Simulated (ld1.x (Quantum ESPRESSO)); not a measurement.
B, PAW: configuration errors across variants

* Element: B (Z = 5)
* Generator: ld1.x (Quantum ESPRESSO) 7.5
* Type: PAW
* Functional: PW91
* Relativity: scalar-relativistic
* Frozen core: [He]
* Valence charge: 3
* Reference configuration: 2s2 2p1
* Partial waves: 2s (bound): rcut 1.30, rcutus 1.55 bohr; 2s channel at 0.1 Ry: rcut 1.30, rcutus 1.55 bohr; 2p (bound): rcut 2.70, rcutus 3.55 bohr; 2p channel at 0.45 Ry: rcut 2.70, rcutus 3.55 bohr
* Local potential: all-electron potential smoothed inside 2.95 bohr (lloc = -2)
* Core correction: Bessel-smoothed model core inside 1.45 bohr
* Augmentation charge: PSQ, inside the norm-conserving radii

All-electron excitation energies from the reference (eV): (1) 2s2 2p0 8.268; (2) 2s1 2p0 33.736; (3) 2s2 2p0.5 2.911; (4) 2s1 2p2 5.850; (5) 2s2 2p1.3 -0.751; (6) 2s1 2p1 14.407; (7) 2s0 2p3 11.719.

The overlap operator is not positive definite (basis up to 400 Ry) in “all radii but the core radius scaled by about 0.91 (s 1.42, p 3.24 bohr, rcut 1.18/2.46); local potential all-electron potential smoothed inside 2.70 bohr (lloc = -2)”, “local potential all-electron potential smoothed inside 1.55 bohr (lloc = -1)”, “type ultrasoft; local potential all-electron potential smoothed inside 1.95 bohr (lloc = -1)”. Such files are unfit for use, however small their errors in these radial tests.

Tests that are not counted but printed errors over 1 eV. “local potential all-electron potential smoothed inside 1.55 bohr (lloc = -1)”: 2s2 2p1.3 (solver errors, printed error -52.1 eV); 2s0 2p3 (solver errors, printed error -46.2 eV); 2 more.

Errors AE − PS in meV (a dash: test not solved or not reliable):

| change | (1) | (2) | (3) | (4) | (5) | (6) | (7) | bound ghosts |
| --- | --- | --- | --- | --- | --- | --- | --- | --- |
| base | +0.7 | +5.0 | -0.1 | -0.5 | 0.0 | -5.7 | -4.4 | none |
| waves 2p (bound): rcut 2.70, rcutus 4.46 bohr; 2p channel at 0.45 Ry: rcut 2.70, rcutus 4.46 bohr | +0.7 | +5.0 | -1.8 | -0.6 | +0.1 | -27 | -4.9 | none |
| all radii but the core radius scaled by about 0.91 (s 1.42, p 3.24 bohr, rcut 1.18/2.46); local potential all-electron potential smoothed inside 2.70 bohr (lloc = -2) | -2.9 | -26 | -0.4 | -0.9 | 0.0 | -5.4 | -3.9 | not determined (overlap not positive) |
| local potential all-electron potential smoothed inside 2.52 bohr (lloc = -2) | -0.4 | -6.7 | -0.4 | -0.8 | 0.0 | -7.4 | -4.5 | none |
| core correction Bessel-smoothed model core inside 1.12 bohr | +4.8 | +28 | +0.3 | -0.9 | 0.0 | -3.3 | -4.5 | none |
| local potential all-electron potential smoothed inside 1.55 bohr (lloc = -1) | -0.6 | -7.9 | – | +6.5 | – | – | – | not determined (overlap not positive) |
| type ultrasoft; local potential all-electron potential smoothed inside 1.95 bohr (lloc = -1) | +27 | +91 | +6.5 | +3.3 | +5.2 | -36 | +11 | not determined (overlap not positive) |
| wave 2p channel at 0.45 Ry: rcut 2.70, rcutus 3.55 bohr becomes 2p channel at 1.25 Ry: rcut 2.70, rcutus 3.55 bohr | +0.7 | +5.0 | -0.2 | -0.3 | -0.6 | +0.2 | -3.4 | none |
| augmentation PSQ, radius 1.40 bohr | +0.6 | +5.1 | -0.2 | -0.5 | 0.0 | -4.1 | -4.3 | none |
| all radii but the core radius scaled by about 1.40 (s 2.18, p 4.98 bohr, rcut 1.82/3.80); local potential all-electron potential smoothed inside 4.14 bohr (lloc = -2) | -0.1 | -5.2 | -1.3 | -0.9 | +0.1 | -27 | -5.0 | none |
| type RRKJ; waves now 2s (bound): rc 1.55 bohr; 2p (bound): rc 3.55 bohr; local potential all-electron potential smoothed inside 2.00 bohr (lloc = -1) | +204 | +587 | +31 | -39 | +3.3 | -99 | -152 | none |
| core correction Bessel-smoothed model core inside 1.10 bohr | +5.0 | +29 | +0.3 | -0.9 | 0.0 | -3.3 | -4.5 | none |

Question: Give the same row for: waves 2s (bound): rcut 1.30, rcutus 2.28 bohr; 2s channel at 0.1 Ry: rcut 1.30, rcutus 2.28 bohr.

Answer: -0.2, -7.6, -0.3, -0.7, 0.0, -7.3, -4.5; bound ghosts: none.
